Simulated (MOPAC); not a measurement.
MOPAC input (AM1):

```
AM1 PRECISE GNORM=0.05 LET XYZ UHF MS=0.5 GEO-OK AUX(PRECISION=9) THREADS=1
H4ClSi2

Si   -1.87139300 1   -0.30514400 1   -0.18306400 1
Si    0.38296000 1   -0.70221100 1    0.25532900 1
Cl    1.43697800 1    1.03851200 1   -0.15411700 1
H    -2.71335600 1   -1.52271500 1   -0.05295000 1
H    -2.44217300 1    0.80418900 1    0.62053600 1
H     0.89777900 1   -1.77406300 1   -0.62433200 1
H     0.66717600 1   -1.05912800 1    1.66503200 1
```

From the output:

```
                                                       MOPAC v23.2.5 Linux

          FINAL HEAT OF FORMATION =         -7.53785 KCAL/MOL =     -31.53837 KJ/MOL

          COSMO AREA              =        133.99 SQUARE ANGSTROMS
          COSMO VOLUME            =        128.67 CUBIC ANGSTROMS

          GRADIENT NORM           =          0.03588          =       0.01356 PER ATOM
          IONIZATION POTENTIAL    =          9.370787 EV
          ALPHA SOMO LUMO (EV)    =         -9.371 -1.451
          BETA  SOMO LUMO (EV)    =        -10.412 -1.469
          NO. OF ALPHA ELECTRONS  =         10
          NO. OF BETA  ELECTRONS  =          9
          MOLECULAR WEIGHT        =         95.6556         POINT GROUP:  C1

          MOLECULAR DIMENSIONS (Angstroms)

            Atom       Atom       Distance
            H     4   Cl     3     5.00602
            H     5    H     6     4.10244
            H     7   Si     1     2.26005

          SCF CALCULATIONS        =         42

   ATOM   CHEMICAL          X               Y               Z
  NUMBER   SYMBOL      (ANGSTROMS)     (ANGSTROMS)     (ANGSTROMS)

     1      Si         -1.94897156  *  -0.35970385  *  -0.14969287  *
     2      Si          0.41827570  *  -0.66358389  *   0.21982089  *
     3      Cl          1.51496105  *   1.04908906  *  -0.12002689  *
     4       H         -2.75989472  *  -1.54539598  *   0.11335134  *
     5       H         -2.52522840  *   0.87021199  *   0.38673389  *
     6       H          0.85109381  *  -1.73486312  *  -0.68567690  *
     7       H          0.60404438  *  -1.12029574  *   1.60297463  *

                             CARTESIAN COORDINATES

   1   Si       -1.948971565    -0.359703855    -0.149692874
   2   Si        0.418275697    -0.663583889     0.219820887
   3   Cl        1.514961054     1.049089059    -0.120026894
   4    H       -2.759894720    -1.545395981     0.113351339
   5    H       -2.525228398     0.870211993     0.386733892
   6    H        0.851093811    -1.734863125    -0.685676904
   7    H        0.604044383    -1.120295741     1.602974634

           Empirical Formula: H4 Si2 Cl  =     7 atoms

      MOLECULAR POINT GROUP   :   C1

          ALPHA EIGENVALUES
 -36.94960 -16.72988 -15.23253 -14.24951 -14.08909 -13.10776 -12.60674 -11.59389
 -10.75176  -9.37079  -1.45149  -0.46673   0.97667   1.31733   1.42031   1.61868

           BETA EIGENVALUES
 -36.95624 -16.76757 -14.75044 -14.24289 -14.03929 -13.14889 -12.55547 -11.54109
 -10.41199  -1.46858  -0.93260  -0.55975   0.97632   1.33454   1.58532   2.03269

              NET ATOMIC CHARGES AND DIPOLE CONTRIBUTIONS

  ATOM NO.   TYPE          CHARGE      No. of ELECS.   s-Pop       p-Pop
    1         Si           0.203882        3.7961     0.98436     2.81176
    2         Si           0.530797        3.4692     0.88784     2.58136
    3         Cl          -0.262638        7.2626     1.97942     5.28321
    4          H          -0.108601        1.1086     1.10860
    5          H          -0.105531        1.1055     1.10553
    6          H          -0.128169        1.1282     1.12817
    7          H          -0.129741        1.1297     1.12974
 DIPOLE           X         Y         Z       TOTAL
 POINT-CHG.    -0.934    -1.236    -0.267     1.572
 HYBRID         0.072     0.060     0.497     0.506
 SUM           -0.862    -1.176     0.231     1.476

          ATOMIC ORBITAL ELECTRON POPULATIONS

     Atom    s        px        py        pz
    1 Si   0.98436   0.96490   0.90208   0.94478
    2 Si   0.88784   0.93263   0.76374   0.88498
    3 Cl   1.97942   1.78452   1.54135   1.95734
    4  H   1.10860
    5  H   1.10553
    6  H   1.12817
    7  H   1.12974

                    (SZ)    =    0.500000
                    (S**2)  =    0.814111

          ATOMIC ORBITAL SPIN POPULATIONS

    Atom   Total    s     px     py     pz
         Atomic
    1 Si  1.3697  0.247  0.174  0.096  0.852
    2 Si -0.2471 -0.053 -0.147 -0.021 -0.026
    3 Cl -0.0023 -0.000 -0.008  0.007 -0.001
    4  H -0.0823 -0.082
    5  H -0.0828 -0.083
    6  H  0.0170  0.017
    7  H  0.0279  0.028

 **********************
 *                    *
 * JOB ENDED NORMALLY *
 *                    *
 **********************

 == MOPAC DONE ==
```

The geometry given is a B3LYP-D3(BJ)/def2-TZVP minimum.
